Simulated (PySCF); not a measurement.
A TDDFT job was run through a driver script with this input:

```
{"job": {"kind": "uv", "xc": "CAM-B3LYP", "basis": "def2-SVPD", "nstates": 8, "ntriplets": 3}, "charge": 0, "multiplicity": 1}
C     -2.897321     0.828252     0.847074
C     -1.832053     0.539584     0.102565
C     -0.553489     0.150294     0.644246
F     -0.489072     0.090277     1.995443
C      0.545254    -0.147642    -0.072907
C      1.802279    -0.531467     0.505705
C      2.890410    -0.826705    -0.203595
F      2.901992    -0.789057    -1.546020
H     -2.859932     0.785316     1.922972
H     -3.834580     1.115074     0.404279
H     -1.872643     0.583524    -0.976211
H      0.484121    -0.096954    -1.148758
H      1.867411    -0.583198     1.581508
H      3.846946    -1.117769     0.201559
```

Its output, with some lines taken out ([cut]) and without the SCF cycles:

```
converged SCF energy = -431.3949619950

[cut]

Singlet excitations
state   eV       nm        f      main configurations
  1   4.8465    255.8   1.05574   H->L 0.98
  2   6.0951    203.4   0.00306   H->L+1 0.92
[cut]
  4   6.6048    187.7   0.02112   H-1->L 0.68, H->L+4 0.29
[cut]
  6   7.1635    173.1   0.00026   H->L+4 0.68, H-1->L 0.29
  7   7.4235    167.0   0.00975   H-2->L 0.66, H->L+7 0.33
[cut]

[cut]
```

Method used: PySCF, TDDFT CAM-B3LYP/def2-SVPD, vertical, gas phase, core orbitals frozen in the response. The structure is a single GFN2-xTB conformer in the gas phase; no vibrational or solvent corrections.

Question: Restore the lines that were cut, in order.

Answer: 
```
Static polarisability (au): isotropic 91.063, principal 47.256 63.808 162.125
  3   6.5825    188.4   0.00592   H->L+2 0.83, H->L+3 0.09
  5   6.8887    180.0   0.00412   H->L+3 0.84
  8   7.5030    165.2   0.03066   H->L+5 0.63, H->L+6 0.20
Triplet excitations (Tamm-Dancoff, eV): 2.5042 4.2298 5.3059
```

Question: How many basis functions and electrons does this run hold?

Answer: 214 basis functions for 60 electrons in 30 doubly occupied orbitals.

Question: Give the mean polarisability in Å³.

Answer: 91.06 au × 0.148185 = 13.49 Å³.

Question: What is the total energy of state 2 at this geometry?

Answer: -431.39496 + 0.22399 = -431.17097 hartree.

Question: Write the structure that the coordinates describe.

Answer: `C=C/C(F)=C/C=C\F` (C6H6F2), point group Cs.

H and L stand for HOMO and LUMO.

On one thread, Arm Neoverse N1 (aarch64), no GPU, shared host with 64 logical CPUs at a one-minute load of 61, this took 79 s of wall time and 0.96 GiB of memory at its peak.

Conformer computed: `[CH2:1]=[CH:2]/[C:3]([F:4])=[CH:5]/[CH:6]=[CH:7]\[F:8]`: C1–C2–C3–F4 0°, C3–C5–C6–C7 180°.
